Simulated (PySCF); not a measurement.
CH3AlF2, SMILES [CH3][Al]([F])[F].

Coordinates come from a B3LYP-D3(BJ)/def2-SVP optimisation. The isomer is the one that the SMILES or the coordinates give; other isomers of the formula were not compared.

These are TDA-PBE/def2-SVPD (PySCF) values and carry that method's errors.

Vertical excitations. Gas-phase values at a fixed geometry.

```csv
state,energy (eV),λ (nm),f,main pairs
S1,6.96,178,0.198,HOMO→LUMO 95 %
S2,7.19,172,0.048,HOMO→LUMO+1 97 %
S3,7.68,161,0.006,HOMO−1→LUMO 99 %
S4,7.97,156,0.000,HOMO−2→LUMO 100 %
S5,8.11,153,0.000,HOMO−1→LUMO+1 100 %
S6,8.32,149,0.020,HOMO−3→LUMO 98 %
S7,8.39,148,0.001,HOMO−4→LUMO 99 %
S8,8.59,144,0.023,"HOMO−5→LUMO 75 %, HOMO−2→LUMO+1 23 %"
S9,8.72,142,0.001,HOMO→LUMO+2 88 %
S10,8.78,141,0.078,"HOMO−6→LUMO 80 %, HOMO−4→LUMO+1 19 %"
T1,6.15,202,0,HOMO→LUMO 99 %
T2,6.54,190,0,HOMO→LUMO+1 99 %
T3,7.51,165,0,HOMO−1→LUMO 100 %
T4,7.79,159,0,HOMO−2→LUMO 99 %
```
Triplets are in the Tamm–Dancoff approximation.
